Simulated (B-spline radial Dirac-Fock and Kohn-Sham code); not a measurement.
Satellites and hypersatellites of the K lines of As⁶⁺

System: arsenic as As⁶⁺, configuration [Ar] 3d9.

Method: ΔSCF Dirac-Fock with Breit, self-energy and vacuum polarisation, finite nucleus, configuration average. Computed with a radial atomic solver. Each two-hole energy is an average over J within one jj subconfiguration, not an observable level; in light atoms, where LS coupling holds, the j-resolved values are not observed lines, and for a K spectator the Kα1 hypersatellite is nearly forbidden. No correlation.

Lines without a spectator: Kα2 (K-L2) 10507.4 eV, Kα1 (K-L3) 10543.2 eV, Kβ3 (K-M2) 11726.2 eV, Kβ1 (K-M3) 11731.4 eV. Shifts in eV with one spectator hole (a dash: not computed, or left out as unreliable):

| spectator hole | Kα2 | Kα1 | Kβ3 | Kβ1 |
| --- | --- | --- | --- | --- |
| L2 (2p1/2) | +35.2 | +43.2 | – | +95.7 |
| L3 (2p3/2) | +38.6 | +37.4 | +90.8 | – |
| M2 (3p1/2) | – | +3.86 | +9.20 | +11.47 |
| M3 (3p3/2) | +3.38 | – | +10.63 | +10.11 |

Q: Where does the K-L3 hypersatellite lie, emitted when both K electrons are missing?

A: +359.3 eV from the normal line, at 10902.5 eV. Removing both K electrons costs 24457.0 eV, which is 489.8 eV more than twice the K binding energy.

With n spectator holes in 2p, averaged over the 2p shell (energies in eV):

```
n     KαLⁿ   step  hypersatellite KαʰLⁿ
0  10531.3      –               10889.0
1  10570.4  +39.1               10929.4
2  10610.7  +40.3               10970.9
3  10652.1  +41.4               11013.6
4  10694.6  +42.6               11057.4
5  10738.4  +43.7               11102.5
```

Run: 32 s of CPU time on 1 thread of Neoverse-N1 (shared host), peak memory 0.39 GiB.
